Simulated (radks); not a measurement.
Values are calculated unless marked as measured or tabulated.
Species: As0.25+. Configuration: [Ar] 3d10 4s2 4p(up 2, down 0.75) (fractional occupations, a model configuration).

Level of theory: non-relativistic Kohn-Sham, LDA (Slater exchange, Perdew-Wang correlation), spin-polarised, spherical densities, point nucleus (a radial shooting solver on a logarithmic mesh with Libxc functionals).

Energy parts (hartree):
| part | energy |
|---|---|
| total | -2232.47284 |
| kinetic | 2230.39106 |
| electron-nucleus | -5341.36506 |
| Hartree | 958.08204 |
| exchange-correlation | -79.58088 |

Orbitals (lengths in bohr, moments of r in powers of bohr; r(90%) holds 90 % of the orbital's charge):
orbital  occ.  eigenvalue (hartree)  r(90%)   <1/r>      <r>
1s up       1             -423.4188  0.0827   32.46  0.04644
1s down     1             -423.4168  0.0827   32.46  0.04644
2s up       1             -53.17423   0.320   7.150   0.2070
2s down     1             -53.17308   0.320   7.150   0.2070
2p up       3             -47.60941   0.292   7.132   0.1790
2p down     3             -47.60763   0.292   7.131   0.1790
3s up       1              -6.81253   0.912   2.325   0.6106
3s down     1              -6.80986   0.912   2.326   0.6104
3p up       3              -4.93371   0.956   2.209   0.6228
3p down     3              -4.93061   0.955   2.209   0.6226
3d up       5              -1.62544    1.14   1.912   0.6764
3d down     5              -1.62070    1.13   1.915   0.6745
4s up       1              -0.61317    2.92  0.6757    1.948
4s down     1              -0.58157    2.93  0.6766    1.951
4p up       2              -0.28052    3.81  0.5317    2.461
4p down  0.75              -0.25058    3.91  0.5252    2.504

The highest occupied level is 4p down at -6.819 eV. The electron density at the nucleus is 2.463e+04 e/bohr^3. Virial ratio -V/T = 2.00093. Spin moment in Bohr magnetons: 1.25. The spin density at the nucleus is -0.1822 e/bohr^3 (1s -0.0521, 2s 0.0138, 3s -0.0246, 4s -0.1193), a Fermi contact field of -9.55 T. Summed over all electrons, <r^2> = 38.24 bohr^2, which gives a Langevin (diamagnetic) susceptibility term of -30.3 x 10^-6 cm^3/mol. The density falls to 0.001 e/bohr^3 at r = 4.28 bohr.
